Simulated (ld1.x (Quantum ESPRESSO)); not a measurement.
## Before and after: TM potential for bismuth (Bi)

ld1.x (Quantum ESPRESSO) 7.5 input, shortened:

```
&input
   title='Bi', zed=83., rel=1, dft='PBE', iswitch=3,
   config='[Xe] 4f14 5d10 6s2 6p3'
 /
 &inputp
   pseudotype=2, tm=.true., lloc=2,
   nlcc=.true., rcore=0.60
 /
3
6S  1  0   2.00   0.00  2.00  2.00  0.0
6P  2  1   3.00   0.00  2.05  2.05  0.0
5D  3  2  10.00   0.00  1.15  1.15  0.0
 &test
   configts(1)='5d10 6s2 6p3'
 /
```

Change: wave 5d (bound): rc 1.15 bohr becomes 5d (bound): rc 0.92 bohr.

Cutoffs: the cutoffs (Ry, on a coarse ladder) from which the occupation-weighted sum of valence levels, in a spherical-Bessel basis at the reference potential, stays within 10 and 1 mRy of its value at 400 Ry; they do not see the model core or the augmentation charge, which bear on the density cutoff. Errors are all-electron minus pseudo energies relative to the spin-unpolarised reference configuration.

Predict the effect on cutoff, ghosts and configuration errors.

Both files keep a bound ghost (p, s); of the 6 tests that both files solve, the error grows in 0 and shrinks in 6 by more than 15 % and 0.3 meV (median size 26.1 → 5.9 meV); the range in which the s phases agree narrows (upper end 3.8 → 1.6); the range in which the p phases agree narrows (upper end at the end of the scan → 2.3). Less of the atom is replaced, so other configurations are described better.

```csv
quantity,base,changed
"cutoff, loose",90 Ry,260 Ry
"cutoff, tight",120 Ry,over 300 Ry
loose cutoff by channel (10 mRy a level),"s 18 Ry, p 8 Ry, d 45 Ry","s 18 Ry, p 8 Ry, d 180 Ry"
bound ghosts,"s, p","s, p"
"tests counted (converged, no solver errors)",6 of 7,6 of 7
"error for 5d10 6s2 6p2, meV [ΔE 7.91 eV]",-7.6,-2.3
"error for 5d10 6s2 6p1, meV [ΔE 23.16 eV]",-24,-7.6
"error for 5d10 6s2 6p0, meV [ΔE 46.50 eV]",-36,-28
"error for 5d10 6s1 6p4, meV [ΔE 10.08 eV]",-12,-4.2
"error for 5d10 6s1 6p0, meV [ΔE 91.91 eV]",-71,-57
"error for 5d10 6s1 6p3, meV [ΔE 18.73 eV]",-28,-0.4
s: phases at 2.25 bohr within 0.05 rad from the reference energy up to (Ry; the scan ends near 5),3.8,1.6
p: phases at 2.25 bohr within 0.05 rad from the reference energy up to (Ry; the scan ends near 5),to the end of the scan,2.3
d: phases at 2.25 bohr within 0.05 rad from the reference energy up to (Ry; the scan ends near 5),to the end of the scan,2.3
```

Base: Tests not counted: 5d9 6s2 6p4 (solver errors, printed error -1689 eV). Changed file: Tests not counted: 5d9 6s2 6p4 (solver errors, printed error -153 eV). A true bound ghost makes a file unfit for plane-wave use even where its test errors are small: the radial tests pick states by their node count and pass the ghost by. Where a test does run into it, the solver fails or the error is huge.
